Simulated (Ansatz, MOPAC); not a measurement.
Molecule: thionyl fluoride, SOF2, net charge 0, singlet state. SMILES: FS(=O)F

Atoms: O1, S2, F3, F4. Bonds: O1-S2, S2-F3, S2-F4.

Bond lengths (Å) and angles (degrees) optimised at AM1 with MOPAC; PM6 with MOPAC; PM7 with MOPAC; MNDO with MOPAC; PBE/6-31G* with Ansatz (a program for electronic structure); B3LYP/LANL2DZ with Ansatz, each started from the B3LYP-D3(BJ)/def2-TZVP structure (Ansatz) of the last column. A row stands for all coordinates that are equal there. 6-31G* holds six Cartesian d functions. No wavenumbers were computed at MNDO, PBE/6-31G*, B3LYP/LANL2DZ, so these may be saddle points.

| coordinate | AM1 | PM6 | PM7 | MNDO | PBE/6-31G* | B3LYP/LANL2DZ | B3LYP-D3(BJ)/def2-TZVP |
|---|---|---|---|---|---|---|---|
| O1-S2 | 1.434 | 1.433 | 1.438 | 1.480 | 1.462 | 1.569 | 1.424 |
| S2-F3 | 1.548 | 1.587 | 1.573 | 1.608 | 1.648 | 1.795 | 1.606 |
| O1-S2-F3 | 102.6 | 107.8 | 107.1 | 102.8 | 107.2 | 105.3 | 106.5 |
| F3-S2-F4 | 96.6 | 89.3 | 91.6 | 97.0 | 93.0 | 93.1 | 93.0 |

Mean signed difference of all 3 bond lengths from B3LYP-D3(BJ)/def2-TZVP: AM1 -0.036 Å, PM6 -0.010 Å, PM7 -0.018 Å, MNDO 0.020 Å, PBE/6-31G* 0.040 Å, B3LYP/LANL2DZ 0.174 Å.
